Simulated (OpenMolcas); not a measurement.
# d9 ions of charge +2 down a group with 4 fluoride ligands in tetrahedral coordination

```yaml
Program: OpenMolcas 26.06
Method: CASSCF
Spin-orbit_coupling: state interaction with AMFI integrals over the reference wave functions
```

The d shell is active. Anionic complexes are neutralised by point charges behind the ligands. Distances were set from a Shannon-type radius of the metal (high-spin where two are listed) plus a fixed donor radius (F 1.31 Å). Ligand basis ANO-RCC-VDZP, DKH2 Hamiltonian. States (labels of Td). Energies in cm-1 above the lowest state or level, χT in cm3 K/mol; under a threefold ground state the first gap can be a small split of the lowest multiplet, not the spin-orbit step; 10Dq is the gap between the two states; 10Dq is negative for this site. Spin-only χT is S(S+1) / 2 for the spin of the ground state.

```tsv
Ion	Shell	R (Å)	Metal basis	Outer charge (e at Å behind ligand)	Ground state	First state of that spin	10Dq	First gap with spin-orbit (degeneracies)	χT at 300 K	Spin-only χT
Cu2+	3d9	1.88	ANO-RCC-VTZP	0.5 at 2.6	2T2	2E 3038	-3038	864.9 (2, 4)	0.824	0.375
Ag2+	4d9	2.1	ANO-RCC-VDZP	0.5 at 2.8	2T2	2E 5036	-5036	1610 (2, 4)	0.551	0.375
```

The rows also differ in their metal basis and outer charges, so part of each step comes from that.

|10Dq| changes by a factor of 5036 / 3038 = 1.66 from Cu2+ to Ag2+.

χT departs most from the spin-only value for Cu2+, by +0.449 cm3 K/mol.

An orbital triplet at a regular site is open to Jahn-Teller coupling, which can distort the site and quench the lowest spin-orbit gaps and is left out. Ligand-to-metal charge-transfer states are missing. With metal d orbitals alone and no dynamic correlation the field as a rule comes out too small, by tens of per cent, by up to half for chloride and softer ligands, and with too little covalency χT stands high (holds for Cu2+). With metal d orbitals alone the field can be off either way by tens of per cent (holds for Ag2+). No measured value stands beside these numbers; the geometry was imposed, not optimised, and the real ion may take another.
